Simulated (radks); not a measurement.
Q: These are the eigenvalues of the occupied orbitals of an atom or ion with whole-number occupations (eV). All-electron calculation, scalar-relativistic Kohn-Sham, r2SCAN, spin-polarised, spherical densities, finite nucleus; meta-GGA in the generalised Kohn-Sham scheme; Fermi nuclear charge, rms radius of each element as measured or else 0.836 A^(1/3) + 0.57 fm. Program: a radial shooting solver on a logarithmic mesh with Libxc functionals.

| orbital | eigenvalue |
|---|---|
| 1s up | -27820.54 |
| 1s down | -27820.44 |
| 2s up | -4194.020 |
| 2s down | -4193.259 |
| 2p up | -3762.914 |
| 2p down | -3762.293 |
| 3s up | -813.9667 |
| 3s down | -813.7461 |
| 3p up | -671.8017 |
| 3p down | -671.4776 |
| 3d up | -451.7180 |
| 3d down | -451.0869 |
| 4s up | -137.2349 |
| 4s down | -134.6263 |
| 4p up | -94.1609 |
| 4p down | -91.5348 |
| 4d up | -31.1737 |
| 4d down | -28.5412 |
| 5s up | -13.5081 |
| 5s down | -10.5218 |
| 5p up | -5.7501 |

Which element is it, and in what charge state? The configuration may be excited. Open shells, if any, are filled with parallel spins first.

A: Z = 49, indium, charge 0: In in [Kr] 4d8 5s2 5p3. The list shows which subshells hold electrons but not how many an open one holds; the 1s level, -1022.4 hartree, gives Z - s = 45.2 by -(Z - s)^2/2, which with screening and relativity narrows Z to a few neighbours, and the depths of the outer levels then fix element, charge and occupations together.
